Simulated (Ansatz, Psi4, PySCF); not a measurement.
F$_{4}$V, charge +1, singlet, at a GFN2-xTB geometry (such geometries of metal compounds can be far from the true shape) (the multiplicity is a formal guess). Base run: R2SCAN/def2-SVPD (PySCF).

Here is a job for PySCF.
```python
from pyscf import gto, scf, dft

mol = gto.Mole()
mol.atom = '''
    V    -0.00000000   -0.00000000   -0.00000000
    F     1.05787016    0.73619422   -0.92212232
    F     0.75522470   -0.97142821    0.99867095
    F    -0.99429019   -0.84029363   -0.90370040
    F    -0.81880467    1.07552761    0.82715177
'''
mol.basis = 'def2-svpd'
mol.charge = 1
mol.verbose = 3
mol.build()

mf = dft.RKS(mol)
mf.xc = 'r2scan'
mf.kernel()
```

The same geometry, method and basis name were run in Ansatz (an electronic-structure program) and Psi4 and PySCF, at each program's defaults and at the settings that a row names. The base is PySCF at its defaults. Differences at the defaults can come from grids, fitting, cores and function types together. The rows with settings made alike still differ; the cause (another SCF solution, basis table, core potential or functional code) wasn't traced.

```
code and settings                                                                             ΔE vs base (µEh)  basis functions       E (Eh)  SCF cycles
--------------------------------------------------------------------------------------------  ----------------  ---------------  -----------  ----------
PySCF, defaults (exact integrals, its default grid, spherical functions)                                   0.0              126  -1342.62570          11
Psi4, defaults (density fitting with its default set, its default grid, spherical functions)              -210              126  -1342.62591           7
Ansatz, defaults (factorised integrals, its default grid, spherical functions)                            60.1              126  -1342.62564           -
PySCF, density fitting with def2-universal-jkfit                                                         -96.0              126  -1342.62579          11
PySCF, fine grid                                                                                          99.0              126  -1342.62560          11
Psi4, exact integrals, spherical functions, fine grid                                                      413              126  -1342.62528          10
Ansatz, high accuracy                                                                                     62.9              126  -1342.62563           -
```
